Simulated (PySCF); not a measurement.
Si(F)(OH)(OMe)(NH2) (CH6FNO2Si), SMILES N[Si](F)(OC)O. Atoms are numbered in the order given.

```xyz
12

C      2.1253     0.1862     0.8099
O      0.9655    -0.5877     0.6494
Si    -0.3839    -0.0584    -0.1293
N     -0.9498     1.4462     0.4181
O     -1.4841    -1.2651     0.0346
F     -0.0163     0.1864    -1.6881
H      1.8828     1.2361     1.0511
H      2.7454     0.1749    -0.1031
H      2.7215    -0.2314     1.6354
H     -1.2153     2.1564    -0.2527
H     -1.4582     1.5334     1.2888
H     -1.1089    -2.1467     0.1243
```
Charge 0, spin multiplicity 1.

Geometry optimised at PBE0-D3(BJ)/def2-SVP. This is a generated structure with no PubChem entry under its InChIKey; it may be hypothetical. Other conformers were not sampled.

Two levels are set side by side: PBE/pcSseg-1 (PySCF) and PBE0/pcSseg-1 (PySCF). GIAO shifts against CFCl3 (¹⁹F), H2O (¹⁷O), NH3 (¹⁵N), TMS (²⁹Si), TMS (¹H), TMS (¹³C) at the same level; non-relativistic, no solvent, atoms listed together averaged. Differences are taken from unrounded values.

```tsv
quantity	PBE
δ(¹³C) of C1 (ppm)	55.6
δ(¹⁷O) of O2 (ppm)	43.7
δ(²⁹Si) of Si3 (ppm)	-59.5
δ(¹⁵N) of N4 (ppm)	16.3
δ(¹⁷O) of O5 (ppm)	58.9
δ(¹⁹F) of F6 (ppm)	-184.8
δ(¹H) of H12 (ppm)	2.08
```

Question: These are the PBE values. What does PBE0 give? (Estimate from the structure and the level; the computed values follow.)

Answer: 
```csv
quantity,PBE0,PBE minus PBE0
δ(¹³C) of C1 (ppm),53.8,1.7
δ(¹⁷O) of O2 (ppm),31.1,12.6
δ(²⁹Si) of Si3 (ppm),-59.4,-0.1
δ(¹⁵N) of N4 (ppm),13.5,2.8
δ(¹⁷O) of O5 (ppm),51.7,7.2
δ(¹⁹F) of F6 (ppm),-165.6,-19.2
δ(¹H) of H12 (ppm),2.22,-0.14
```

Rough cost on one machine, each run with all the roots and properties that it gave: PBE0 against PBE within a factor of 2.
